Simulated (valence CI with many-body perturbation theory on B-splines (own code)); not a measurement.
## Energy levels of Hg LVIII

Computed by relativistic CI+MBPT: five valence electrons over a frozen Dirac-Fock core [Ar], radial functions for each j: 7 s, 7 p, 8 d, 6 f, 4 g, 1 h, with the one-electron correlation potential Σ1 (screened to all orders), the two-electron term Σ2, the three-electron term Σ3, Breit, model QED; selected single and double excitations, second order for the rest, scaled by the run's own slope (own B-spline code, finite nucleus).

The last digits are not significant, and no measured levels were compared; by estimate large intervals hold to a few tenths of a per cent, small ones and those within an open d or f shell to about a per cent. Excitations out of the core, of the other parity, are not computed and may begin above about 277 eV (a cautious bound); beyond it only levels of the ground parity were kept, without lifetimes. Only levels of the ground parity were solved; by the run's estimate the other parity begins above the list, which can be wrong where configurations are misplaced.

Levels 1 to 37 of 37, with energies above the lowest level, (3d3/2^4 3d5/2) J=5/2. "Leading %" is the weight of the configuration and term that name the level; weights of strongly mixed levels are sums over their largest components and can fall short. In the jj column 3d3/2^4 stands for four electrons in 3d with j = 3/2.

| No. | Configuration | Term | J | E (× 10³ cm⁻¹) | Leading % | Leading jj | g |
| --- | --- | --- | --- | --- | --- | --- | --- |
| 1 | 3d5 | 2D | 5/2 | 0.00 | 27 | 3d3/2^4 3d5/2 (98 %) | 1.250 |
| 2 | 3d5 | 6S | 5/2 | 718.66 | 32 | 3d3/2^3 3d5/2^2 (97 %) | 1.323 |
| 3 | 3d5 | 4G | 7/2 | 818.94 | 31 | 3d3/2^3 3d5/2^2 (100 %) | 1.158 |
| 4 | 3d5 | 2H | 11/2 | 827.51 | 46 | 3d3/2^3 3d5/2^2 (100 %) | 1.091 |
| 5 | 3d5 | 4D | 3/2 | 838.24 | 38 | 3d3/2^3 3d5/2^2 (99 %) | 1.129 |
| 6 | 3d5 | 2G | 9/2 | 880.99 | 34 | 3d3/2^3 3d5/2^2 (99 %) | 1.125 |
| 7 | 3d5 | 2D | 5/2 | 917.56 | 37 | 3d3/2^3 3d5/2^2 (98 %) | 1.123 |
| 8 | 3d5 | 2F | 7/2 | 955.32 | 39 | 3d3/2^3 3d5/2^2 (99 %) | 1.063 |
| 9 | 3d5 | 4P | 1/2 | 957.55 | 37 | 3d3/2^3 3d5/2^2 (96 %) | 1.754 |
| 10 | 3d5 | 2D | 3/2 | 1119.3 | 65 | 3d3/2^3 3d5/2^2 (95 %) | 0.800 |
| 11 | 3d5 | 6S | 5/2 | 1527.1 | 37 | 3d3/2^2 3d5/2^3 (96 %) | 1.319 |
| 12 | 3d5 | 4D | 7/2 | 1606.2 | 52 | 3d3/2^2 3d5/2^3 (100 %) | 1.205 |
| 13 | 3d5 | 4G | 11/2 | 1606.5 | 51 | 3d3/2^2 3d5/2^3 (100 %) | 1.087 |
| 14 | 3d5 | 4G | 9/2 | 1625.5 | 64 | 3d3/2^2 3d5/2^3 (99 %) | 1.137 |
| 15 | 3d5 | 2I | 13/2 | 1649.1 | 100 | 3d3/2^2 3d5/2^3 (100 %) | 1.063 |
| 16 | 3d5 | 4D | 1/2 | 1675.0 | 79 | 3d3/2^2 3d5/2^3 (99 %) | 0.423 |
| 17 | 3d5 | 4P | 3/2 | 1684.8 | 54 | 3d3/2^2 3d5/2^3 (99 %) | 1.156 |
| 18 | 3d5 | 2F | 5/2 | 1692.3 | 42 | 3d3/2^2 3d5/2^3 (99 %) | 1.019 |
| 19 | 3d5 | 2H | 9/2 | 1738.2 | 53 | 3d3/2^2 3d5/2^3 (100 %) | 1.093 |
| 20 | 3d5 | 2G | 7/2 | 1759.6 | 61 | 3d3/2^2 3d5/2^3 (100 %) | 0.977 |
| 21 | 3d5 | 2D | 3/2 | 1781.7 | 83 | 3d3/2^2 3d5/2^3 (95 %) | 0.855 |
| 22 | 3d5 | 4F | 5/2 | 1782.3 | 66 | 3d3/2^2 3d5/2^3 (99 %) | 1.046 |
| 23 | 3d5 | 2G | 7/2 | 1839.2 | 48 | 3d3/2^2 3d5/2^3 (98 %) | 1.024 |
| 24 | 3d5 | 4P | 1/2 | 1841.0 | 48 | 3d3/2^2 3d5/2^3 (92 %) | 1.742 |
| 25 | 3d5 | 2G | 9/2 | 1918.5 | 81 | 3d3/2^2 3d5/2^3 (99 %) | 1.101 |
| 26 | 3d5 | 2P | 3/2 | 2057.1 | 74 | 3d3/2^2 3d5/2^3 (99 %) | 1.174 |
| 27 | 3d5 | 2D | 5/2 | 2095.3 | 81 | 3d3/2^2 3d5/2^3 (97 %) | 1.171 |
| 28 | 3d5 | 4P | 5/2 | 2428.4 | 33 | 3d3/2 3d5/2^4 (98 %) | 1.244 |
| 29 | 3d5 | 2F | 7/2 | 2510.2 | 28 | 3d3/2 3d5/2^4 (100 %) | 1.173 |
| 30 | 3d5 | 2H | 11/2 | 2520.3 | 54 | 3d3/2 3d5/2^4 (100 %) | 1.067 |
| 31 | 3d5 | 4D | 3/2 | 2538.7 | 32 | 3d3/2 3d5/2^4 (99 %) | 1.000 |
| 32 | 3d5 | 2G | 9/2 | 2585.8 | 50 | 3d3/2 3d5/2^4 (99 %) | 1.111 |
| 33 | 3d5 | 2D | 5/2 | 2628.4 | 58 | 3d3/2 3d5/2^4 (97 %) | 1.105 |
| 34 | 3d5 | 2G | 7/2 | 2659.6 | 49 | 3d3/2 3d5/2^4 (99 %) | 1.017 |
| 35 | 3d5 | 2P | 1/2 | 2721.3 | 44 | 3d3/2 3d5/2^4 (96 %) | 1.363 |
| 36 | 3d5 | 2D | 3/2 | 2869.3 | 74 | 3d3/2 3d5/2^4 (97 %) | 0.851 |
| 37 | 3d5 | 2D | 5/2 | 3402.6 | 36 | 3d5/2^5 (98 %) | 1.153 |

The ionisation energy to 3d4 3P_0 of the next ion comes out as 5780.3 eV (NIST: 5780 ± 6 eV (theoretical)). All 37 levels together are meant to be complete up to 2234.3 × 10³ cm⁻¹.
